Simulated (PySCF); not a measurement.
# Electronic structure of [FeF6]3-

[FeF6]3-: Fe(III) (d5), charge -3. The structure is a PBE0-D3(BJ)/def2-SVP, IEF-PCM water geometry optimised for multiplicity 6; coordination octahedral, point group Oh, metal–donor distances 1.95 Å.

```
7

Fe    0.0000    0.0000    0.0000
F     1.9517    0.0000    0.0000
F    -1.9517    0.0000    0.0000
F     0.0000    1.9517    0.0000
F     0.0000   -1.9517    0.0000
F     0.0000    0.0000    1.9517
F     0.0000    0.0000   -1.9517
```

Method (PySCF 2.14, density fitting): CASSCF(5,5) with orbitals averaged over all microstates of the shell, strongly contracted NEVPT2 on the averaged canonical orbitals; basis x2c-TZVPall on the metal, x2c-SVPall elsewhere; spin-free X2C; IEF-PCM water; spin-orbit coupling by state interaction with the mean-field operator over all roots.

## Spin-free states

```tsv
2S+1	deg.	symmetry	free-ion term	CASSCF / cm⁻¹	NEVPT2 / cm⁻¹	f(ED)	occupations
6	1	6A1g	6S 1.00	0	0	–	1.0 1.0 1.0 1.0 1.0
4	3	4T1g	4G 0.64	26401	20040	–	1.3 1.3 1.3 0.5 0.5
2	3	2T2g	2I 0.41	35299	25033	–	1.6 1.6 1.6 0.1 0.1
4	3	4T2g	4G 0.83	31759	26870	–	1.2 1.2 1.2 0.7 0.7
4	1	4A1g	4G 1.00	33854	31228	–	1.0 1.0 1.0 1.0 1.0
4	2	4Eg	4G 1.00	34147	31516	–	1.0 1.0 1.0 1.0 1.0
4	3	4T2g	4D 0.80	40192	34838	–	1.1 1.1 1.1 0.9 0.9
2	1	2A2g	2I 0.66	42105	35587	–	1.3 1.3 1.3 0.6 0.6
2	3	2T1g	2I 0.70	42165	35785	–	1.3 1.3 1.3 0.6 0.6
4	2	4Eg	4D 1.00	42370	37708	–	1.0 1.0 1.0 1.0 1.0
2	3	2T2g	2I 0.65	44010	37708	–	1.3 1.3 1.3 0.6 0.6
2	2	2Eg	2I 0.69	45943	40416	–	1.2 1.2 1.2 0.7 0.7
4	3	4T1g	4P 0.64	46289	44348	–	0.8 0.8 0.8 1.3 1.3
2	3	2T1g	2F 0.50	52654	44445	–	1.2 1.2 1.2 0.7 0.7
2	1	2A1g	2I 0.99	48277	45338	–	1.0 1.0 1.0 1.0 1.0
2	2	2Eg	2D 0.56	51825	45739	–	1.1 1.1 1.1 0.8 0.8
2	3	2T2g	2I 0.55	51348	46824	–	1.0 1.0 1.0 1.0 1.0
2	3	2T2g	2G 0.47	56509	49270	–	1.1 1.1 1.1 0.8 0.8
4	1	4A2g	4F 1.00	56663	50056	–	1.0 1.0 1.0 1.0 1.0
2	1	2A1g	2G 0.98	59715	52216	–	1.1 1.1 1.1 0.8 0.8
2	2	2Eg	2G 0.72	59774	53516	–	1.0 1.0 1.0 1.0 1.0
4	3	4T1g	4F 0.94	58949	53667	–	0.9 0.9 0.9 1.1 1.1
2	3	2T1g	2H 0.73	59121	53744	–	1.0 1.0 1.0 1.0 1.0
2	3	2T2g	2F 0.73	62584	54716	–	1.1 1.1 1.1 0.9 0.9
2	1	2A2g	2F 0.71	60571	56769	–	0.9 0.9 0.9 1.2 1.2
2	3	2T1g	2H 0.32	62147	56896	–	1.0 1.0 1.0 1.1 1.1
4	3	4T2g	4F 0.81	62438	58940	–	0.7 0.7 0.7 1.4 1.4
2	1	2A1g	2S 0.88	71551	61789	–	1.1 1.1 1.1 0.9 0.9
2	2	2Eg	2H 0.56	66287	62089	–	0.8 0.8 0.8 1.2 1.2
2	3	2T2g	2F 0.38	66852	62762	–	0.8 0.8 0.8 1.2 1.2
2	3	2T1g	2F 0.64	68848	63502	–	0.9 0.9 0.9 1.2 1.2
2	3	2T1g	2G 0.37	66788	63686	–	0.8 0.8 0.8 1.4 1.4
2	1	2A2g	2F 0.94	69494	63912	–	0.8 0.8 0.8 1.3 1.3
2	3	2T2g	2H 0.36	74770	74034	–	0.5 0.5 0.5 1.8 1.8
2	2	2Eg	2D 0.90	82935	74362	–	0.9 0.9 0.9 1.1 1.1
2	3	2T2g	2D 0.85	84127	75820	–	0.9 0.9 0.9 1.2 1.2
2	2	2Eg	2G 0.94	88853	78160	–	1.1 1.1 1.1 0.9 0.9
2	3	2T1g	2G 0.96	91150	81998	–	0.9 0.9 0.9 1.1 1.1
2	3	2T2g	2G 0.89	92797	84708	–	0.8 0.8 0.8 1.3 1.3
2	1	2A1g	2G 0.89	94425	86966	–	0.8 0.8 0.8 1.4 1.4
2	3	2T1g	2P 0.98	110936	97445	–	0.9 0.9 0.9 1.1 1.1
2	3	2T2g	2D 0.97	120274	106388	–	0.9 0.9 0.9 1.2 1.2
2	2	2Eg	2D 0.95	121846	108502	–	0.8 0.8 0.8 1.2 1.2
```

Energies are counted from the ground state at NEVPT2 level. Weights follow the labels. f(ED) is the electric-dipole oscillator strength from the ground state at the fixed geometry, without vibronic coupling; occupations, where given, run over the ligand-field orbitals from the lowest.

## Ligand-field fit

```tsv
cm⁻¹	CASSCF
10Dq	10774
B	1192
B, free ion	1294
C	4460
C, free ion	4827
rms of the fit	157
```

| orbital | CASSCF / cm⁻¹ | metal share | main function |
| --- | --- | --- | --- |
| 1 | 0 | 0.97 | degenerate set |
| 2 | 0 | 0.97 | degenerate set |
| 3 | 0 | 0.97 | degenerate set |
| 4 | 10774 | 0.91 | degenerate set |
| 5 | 10774 | 0.91 | degenerate set |

ζ = 442 cm⁻¹, against 466 for the free ion.

## Spin-orbit levels

| E / cm⁻¹ | deg. | make-up | g (S′ = 1/2) |
| --- | --- | --- | --- |
| 0.0 | 6 | 1.00 6A1g | – |
| 19910.0 | 2 | 0.98 4T1g | 2.40 2.40 2.40 |
| 19972.2 | 4 | 0.99 4T1g | – |
| 20071.1 | 4 | 1.00 4T1g | – |
| 20139.2 | 2 | 1.00 4T1g | 2.93 2.93 2.93 |
| 24627.6 | 2 | 0.97 2T2g | 2.50 2.50 2.50 |
| 25261.2 | 4 | 0.95 2T2g + 0.04 4T2g | – |
| 26760.7 | 2 | 0.99 4T2g | 1.98 1.98 1.98 |
| 26880.5 | 4 | 0.96 4T2g + 0.04 2T2g | – |
| 26950.0 | 2 | 1.00 4T2g | 3.36 3.36 3.36 |

Only the lowest levels are listed: 32 of 252 states.

Magnetism:

The ground multiplet follows a spin Hamiltonian with S = 5/2, g = 2.002, 2.002, 2.002, D = 0 (spin-orbit part alone); the lowest levels hold 100 % of the spin-free ground state. μeff is 5.92 μB at 300 K and 5.92 μB at 10 K; the spin-only value is 5.92 μB.

```csv
T / K,χT / cm³ K mol⁻¹,μeff / μB
2,4.385,5.92
5,4.385,5.92
10,4.385,5.92
20,4.385,5.92
30,4.385,5.92
50,4.385,5.92
75,4.385,5.92
100,4.385,5.92
150,4.385,5.92
200,4.385,5.92
250,4.385,5.92
300,4.385,5.92
```

Powder magnetisation at 2 K: 1.84 μB at 0.5 T, 3.13 μB at 1 T, 4.30 μB at 2 T, 4.70 μB at 3 T, 4.93 μB at 5 T, 4.99 μB at 7 T.

NEVPT2 on the d shell alone tends to put d–d bands too high for such charged or covalently bound ions. Gaps between spin states lean to high spin in this active space.

The job took 9.8 s on one thread of Arm Neoverse V2 (shared host), with 132 basis functions and a peak of 0.52 GiB, launched as `OMP_NUM_THREADS=1 python lf_run.py task.json out`.
